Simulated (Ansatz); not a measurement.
Computed with Ansatz on PBE0-D4/def2-TZVP structures; ΔE is electronic, products minus reactants. CCSD(T)/CBS adds triple-zeta CCSD(T) − MP2 to the extrapolated MP2 energy (def2 sets, frozen cores). Functionals use def2-TZVPP. B3LYP here is the variant with VWN-RPA as its local correlation; programs differ in this. HSE06 is defined as in plane-wave codes. Elements past krypton have def2 core potentials. For Sn outer-core shells are correlated without core-valence functions, which leaves a few kJ/mol of doubt a bond. Each species was taken in one conformer, which may not be the lowest.

Reaction (cleavage of the Si–Sn bond): `[SiH3][SnH2][SH]` + `CN[SiH2]Cl` → `CN([SiH3])[SiH2]Cl` + `[SH][SnH3]`

`[SiH3][SnH2][SH]`:

```xyz
9

Si    0.044    0.679    1.586
Sn    0.111    0.112   -0.909
S    -0.521   -2.213   -1.056
H    -1.325    0.444    2.112
H     0.407    2.107    1.781
H     1.011   -0.178    2.317
H     1.666    0.287   -1.599
H    -0.996    1.027   -1.838
H    -0.396   -2.266   -2.392
```

`CN[SiH2]Cl`:

Cartesian coordinates in Å:
```
C -0.601 0.947 0.858
N -0.419 0.314 -0.434
Si 0.788 -0.832 -0.763
Cl 0.533 -2.660 0.184
H -1.264 0.383 1.524
H -1.003 1.957 0.742
H 0.367 1.038 1.356
H -1.260 0.281 -0.989
H 0.777 -1.108 -2.216
H 2.083 -0.320 -0.263
```

`CN([SiH3])[SiH2]Cl`:

Z-matrix (Å, degrees):
```
C
N 1 1.464
H 1 1.095 2 112.1
H 1 1.094 2 110.6 3 -120.8
H 1 1.093 2 110.7 3 120.4
Si 2 1.734 1 116.3 3 75.9
Si 2 1.707 1 118.2 3 -93.4
H 6 1.483 2 108.2 1 179.5
H 6 1.488 2 109.2 1 59.1
H 6 1.489 2 111.6 1 -59.7
Cl 7 2.067 2 112.8 1 72.3
H 7 1.477 2 109.2 1 -168.7
H 7 1.481 2 109.3 1 -44.4
```

`[SH][SnH3]`:

Cartesian coordinates in Å:
```
S -1.423 1.201 -0.008
Sn 0.447 -0.290 -0.265
H -1.590 0.916 1.294
H -0.037 -1.880 0.116
H 1.713 0.203 0.766
H 0.890 -0.150 -1.902
```

```json
{"level": "r2SCAN-D4", "ΔE (kcal/mol)": "-3.9"}
{"level": "revPBE", "ΔE (kcal/mol)": "0.6"}
{"level": "B3LYP", "ΔE (kcal/mol)": "-2.9"}
{"level": "HSE06", "ΔE (kcal/mol)": "-1.5"}
{"level": "LC-ωPBE", "ΔE (kcal/mol)": "-3.8"}
{"level": "RPA@PBE/def2-TZVPP", "ΔE (kcal/mol)": "-6.6"}
{"level": "SCS-MP2/def2-TZVPP", "ΔE (kcal/mol)": "-7.0"}
{"level": "HF/def2-QZVPP", "ΔE (kcal/mol)": "-6.6"}
```

(1) What does CCSD(T)/CBS give? (An estimate is asked.)

Largest T1 diagnostic among the species: 0.013.

Results:

(1) Ansatz gave: -4.5 kcal/mol. The listed levels differ from it by 0.6, 5.1, 1.6, 3.0, 0.7, -2.1, -2.5, -2.1 kcal/mol.

From PBE to PBE0 (25 % exact exchange), in def2-TZVPP and without D4, ΔE moves by −1.2 kcal/mol. The D4 term adds −1.7 kcal/mol with B3LYP and −0.9 kcal/mol with PBE0; it sums over pairs of atoms, weighted by their polarisabilities, and B3LYP, whose exchange is more repulsive, gets the larger term. Leaving LDA and LC-ωPBE aside and taking each functional with its dispersion term where it has one, the values, not all of them listed here, spread over 4.9 kcal/mol, from B97M-V to PBE-D4. LDA lies −2.3 kcal/mol from PBE without D4.
